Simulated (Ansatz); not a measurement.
Ideal-gas functions of H$_{4}$O$_{2}$S$_{2}$Ti, SMILES `[OH][Ti]([OH])([SH])[SH]` at 400 K and 1 bar, from an Ansatz frequency run at PBE0-D4/def2-TZVP.

Molar mass 148.03 g/mol, point group C1 (symmetry number 1), electronic degeneracy 1, moments of inertia 213.166, 316.353, 366.379 u Å². Harmonic wavenumbers (cm⁻¹, unscaled): 100, 124, 146, 153, 170, 191, 214, 269, 309, 349, 376, 420, 443, 535, 542, 781, 821, 2693, 2702, 3936, 3941.

Use S(trans) = R[1.5 ln M + 2.5 ln T − 1.1517]; rotational temperatures θ = 24.2544 K / I; S(rot) = R[ln(√π/σ · √(T³/θAθBθC)) + 1.5]; for each mode x = 1.438777 ν̃/T, S = R[x/(eˣ − 1) − ln(1 − e⁻ˣ)] and H = RT x/(eˣ − 1); 1 cm⁻¹ = 0.0119627 kJ/mol; R = 8.31446 J/(mol·K).

By hand: the entropy, in J/(mol·K).

Translation 177.3. Rotation: θ = 0.1138, 0.0767, 0.0662 K, giving 123.0. Vibration, mode by mode: 16.86, 15.10, 13.76, 13.38, 12.53, 11.60, 10.69, 8.91, 7.85, 6.95, 6.41, 5.63, 5.27, 4.05, 3.97, 2.01, 1.80, 0.01, 0.01, 0.00, 0.00, in all 146.8. Electronic 0.0. Sum 447.1 J/(mol·K).

By hand: H − E and G − E in kJ/mol, counted from the electronic energy.

Zero-point energy ½ × 19215 × 0.0119627 = 114.9; thermal vibration 30.5; translation, rotation and pV give 4 RT = 13.3. H − E = 158.7 kJ/mol, and G − E = 158.7 − 400 × 447.1/1000 = -20.1 kJ/mol.

Vibration gives 33 % of the entropy, 45.7 J/(mol·K) of it from the modes under 150 cm⁻¹: soft modes count most, and the harmonic formula is weakest for them. The sum counts one conformer and one mirror image; others add a mixing term.
